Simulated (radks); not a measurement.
Results of a calculation; reference values are marked as such.
Spherical quantum dot in the effective-mass picture: electrons in a parabolic well V = omega^2 r^2 / 2 with omega = 0.0709, all in effective atomic units (hartree* = m*/eps^2 hartree, bohr* = eps/m* bohr), one dielectric constant everywhere. Level of theory: non-relativistic Kohn-Sham, LDA (Slater exchange, Perdew-Wang correlation), spin-polarised, spherical densities (a radial shooting solver with Libxc functionals). Levels are named by radial order and angular momentum (1s, 1p, 1d, 2s, ...), and open shells are averaged over m. Results are scaled to m* = 0.104 and eps = 13.9, for which hartree* = 14.65 meV and bohr* = 7.073 nm.

N = 16, configuration 1s2 1p6 1d(up 5, down 3). This is the lowest configuration that the search found (a dilute case). Occupied and some empty levels:

| level | occupation | eigenvalue (meV) | <r> (nm) |
|---|---|---|---|
| 1s up | 1 | 22.302 | 65.32 |
| 1s down | 1 | 22.347 | 63.78 |
| 1p up | 3 | 22.523 | 75.65 |
| 1p down | 3 | 22.579 | 75.33 |
| 1d up | 5 | 22.815 | 81.99 |
| 1d down | 3 | 22.874 | 82.07 |
| 2s up | 0 | 22.995 | 60.77 |
| 2s down | 0 | 23.018 | 61.58 |
| 1f up | 0 | 23.172 | 86.81 |
| 1f down | 0 | 23.231 | 87.06 |
| 2p up | 0 | 23.476 | 69.47 |
| 2p down | 0 | 23.506 | 69.40 |

Energy (meV): total 214.870, kinetic 8.3909, external 75.231, Hartree 154.83, exchange-correlation -23.580.

Electron density:

| r (nm) | n(r) (e/nm^3) |
|---|---|
| 11.2 | 1.620e-06 |
| 23.3 | 1.993e-06 |
| 35.3 | 2.652e-06 |
| 47.4 | 3.513e-06 |
| 59.4 | 4.301e-06 |
| 71.5 | 4.507e-06 |
| 83.5 | 3.658e-06 |
| 95.6 | 2.040e-06 |
| 108 | 7.135e-07 |
| 120 | 1.489e-07 |
| 132 | 1.821e-08 |
| 144 | 1.360e-09 |
| 156 | 6.216e-11 |
